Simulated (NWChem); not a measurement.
[Cl][Ge][O]C (CH3ClGeO, singlet), optimised at PBE0/def2-SVP with NWChem:

- highest occupied level (eV): -7.89
- orbital gap (eV): 5.75
- dipole (D): 1.16
- highest harmonic frequency (cm⁻¹): 3137
- zero-point energy (kcal/mol): 27.0

All stand in one matching conformer (torsions within 35°), which need not be the lowest. Low-valent species are run as closed-shell singlets; no triplet was tried in these runs.

One Ge atom is replaced by Si, giving [Si](OC)Cl (CH3ClOSi, singlet), optimised at the same level. How do these values move?


```tsv
quantity	new value	change
highest occupied level (eV)	-7.42	+0.47
orbital gap (eV)	5.60	-0.15
dipole (D)	1.69	+0.53
highest harmonic frequency (cm⁻¹)	3153	+16
zero-point energy (kcal/mol)	27.7	+0.7
```
